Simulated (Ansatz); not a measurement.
One elementary step

Start structure (Si2H3Cl2F, singlet), relaxed at PBE0-D4/def2-TZVP:

```
atom    x (Å)    y (Å)    z (Å)
 Si1  -0.8901  -0.2014   0.8477
 Si2   0.7859   0.0834  -0.7473
  F3   1.3401  -1.3162  -1.2556
 Cl4   2.3698   1.1110   0.0212
 Cl5   0.0873   1.0801  -2.3824
  H6  -0.3308  -0.9363   2.0100
  H7  -1.3533   1.1455   1.2646
  H8  -2.0089  -0.9661   0.2418
```

The step: Si₂H₃Cl₂F ([F][Si]([SiH3])([Cl])[Cl]) → SiH₃F ([F][SiH3]) + SiCl₂; bonds formed: Si1–F3; bonds broken: Si1–Si2, Si2–F3. Ansatz 0.2.0; basis: def2-TZVPP and def2-QZVPP; cores frozen in the correlated methods. Extrapolation: Hartree–Fock as exp(−7.88 √X), correlation as X^−2.97. Energies below are by CCSD(T) at an estimated basis limit (MP2 extrapolated from triple and quadruple zeta, plus CCSD(T) − MP2 in triple zeta).

What are the electronic barrier and the energy of the step, from the start structure to the end structure? (To be estimated.)

Computed: Barrier 51.44 kcal/mol; step energy 34.37 kcal/mol (uphill); reverse barrier, their difference, 17.07 kcal/mol. Barrier and step energy count from the start structure, the reverse barrier from the end structure.

The saddle point: One imaginary mode of 277i cm⁻¹.
```
   pair  start (Å)  saddle (Å)  end (Å)
 Si1–F3       3.26        1.88     1.62
Si1–Si2       2.33        2.49     3.78
 Si2–F3       1.59        1.84     2.56
```

Zero-point energy (harmonic, PBE0-D4): ZPE is 19.98 kcal/mol at the start and 19.35 kcal/mol at the saddle, so the barrier goes from 51.44 to 50.81 kcal/mol.

First-order rate constant out of the start structure at 498 K by transition-state theory, with harmonic vibrational free energies alone and no tunnelling: ΔA‡ = 50.90 kcal/mol, so k = (kB T/h) exp(−ΔA‡/kB T) ≈ 10^-9 s⁻¹ (an order of magnitude at best: rotation, the number of equivalent paths and anharmonicity are left out).

The T1 diagnostic stays at or below 0.013.

Losses and insertions of silylenes and their heavier kin drive the gas-phase chemistry of silicon and germanium vapour deposition.

Labels in which every atom is bracketed show which atoms are joined, not bond orders.

For scale, one of the runs: CCSD(T)/def2-TZVPP, 241 basis functions, launched by `ansatz run in.yaml --threads 4 --pin off --events-out ev --progress --plain --max-ram 9574MiB`. Hardware: 4 CPU threads of an Intel Xeon, shared host. Wall time 2.5 min; peak host memory 4.2 GiB.
